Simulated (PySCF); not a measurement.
Nb(Me)5 (C₅H₁₅Nb), SMILES [CH3][Nb]([CH3])([CH3])([CH3])[CH3], multiplicity 1.

Geometry: B3LYP-D3(BJ)/def2-SVP. The multiplicity is an assumed one; other spin states were not compared. The def2 effective core potentials stand for the cores of Nb; spin–orbit coupling is left out.

The numbers are results of PySCF with B3LYP-D3(BJ)/def2-SVP, not measurements.

Frequencies are harmonic and unscaled.

A small imaginary wavenumber (i) marks a very flat motion, where grid noise or a shallow saddle decides the sign.

Computed harmonic wavenumbers and intensities:
```
mode  ν (cm⁻¹)  IR (km/mol)  moving atoms (share of kinetic energy)
----  --------  -----------  --------------------------------------
1          13i          0.1                                  H 99 %
2           42          0.0                                 H 100 %
3           85          0.0                          C 60 %, H 40 %
4          127          1.2                          H 76 %, C 18 %
5          127          1.2                          H 76 %, C 18 %
6          132          0.0                          C 54 %, H 39 %
7          132          0.0                          C 54 %, H 39 %
8          187          0.0                          H 86 %, C 14 %
9          202          0.0                 C 42 %, H 39 %, Nb 19 %
10         234         10.2                 H 49 %, C 39 %, Nb 11 %
11         235         10.2                 H 49 %, C 39 %, Nb 12 %
12         349          0.0                          C 62 %, H 38 %
13         411          0.1                          C 70 %, H 30 %
14         449         16.6                          H 67 %, C 32 %
15         449         16.6                          H 65 %, C 33 %
16         495         56.7                 C 54 %, H 37 %, Nb 10 %
17         521          3.3                          C 77 %, H 23 %
18         523         33.3                 C 43 %, H 43 %, Nb 14 %
19         523         33.1                 C 44 %, H 43 %, Nb 14 %
20         578         30.3                          H 74 %, C 24 %
21         578         30.1                          H 74 %, C 24 %
22         622          0.2                          H 87 %, C 13 %
23         636          0.0                          H 90 %, C 10 %
24         650         12.1                          H 78 %, C 21 %
25         651         13.8                          H 80 %, C 18 %
26         651         13.1                          H 80 %, C 18 %
27         700         22.2                 H 55 %, C 29 %, Nb 16 %
28        1162          0.0                          H 78 %, C 22 %
29        1172          7.0                          H 77 %, C 23 %
30        1173          2.4                          H 79 %, C 21 %
31        1173          2.4                          H 79 %, C 21 %
32        1197          0.0                          H 81 %, C 19 %
33        1389          3.3                                  H 94 %
34        1395          5.7                                  H 95 %
35        1395          0.3                                  H 95 %
36        1397          2.4                                  H 94 %
37        1407          7.3                                  H 94 %
38        1407          7.5                                  H 94 %
39        1408          0.0                                  H 94 %
40        1408          0.0                                  H 94 %
41        1422          0.1                                  H 94 %
42        1430         22.7                                  H 95 %
43        2981          0.0                                  H 97 %
44        2993          0.0                                  H 97 %
45        2998          8.5                                  H 97 %
46        2998          8.5                                  H 97 %
47        3005          2.1                                  H 97 %
48        3074          2.8                           H 91 %, C 9 %
49        3075          2.6                           H 91 %, C 9 %
50        3076          0.0                          H 90 %, C 10 %
51        3086         35.4                           H 91 %, C 9 %
52        3087         35.0                           H 91 %, C 9 %
53        3095          0.0                           H 91 %, C 9 %
54        3117          0.0                           H 91 %, C 9 %
55        3123          1.5                           H 91 %, C 9 %
56        3123          1.4                           H 91 %, C 9 %
57        3129         27.5                           H 91 %, C 9 %
```
